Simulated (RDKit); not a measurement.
Input for RDKit: MMFF94 on NH3 (SMILES N).

```python
from rdkit import Chem
from rdkit.Chem import AllChem, rdDetermineBonds

blocks = [
'''4

N     0.00000000   -0.00002166    0.27906864
H    -0.00000000    0.94280068   -0.09306197
H     0.81651180   -0.47143951   -0.09305334
H    -0.81651180   -0.47143951   -0.09305334
''',
]
mol = None
for b in blocks:
    f = Chem.MolFromXYZBlock(b)
    rdDetermineBonds.DetermineBonds(f, charge=0)
    mol = f if mol is None else Chem.CombineMols(mol, f)
Chem.SanitizeMol(mol)
print(Chem.MolToSmiles(Chem.RemoveHs(mol)))
ff = AllChem.MMFFGetMoleculeForceField(mol, AllChem.MMFFGetMoleculeProperties(mol), nonBondedThresh=100.0, ignoreInterfragInteractions=False)
e = ff.CalcEnergy()
print(f'MMFF94 energy {e:.6f} kcal/mol')
```

It printed:

```
N
MMFF94 energy 0.089140 kcal/mol
```

The run finished.

Cost: around 0.020 core-seconds (rough).
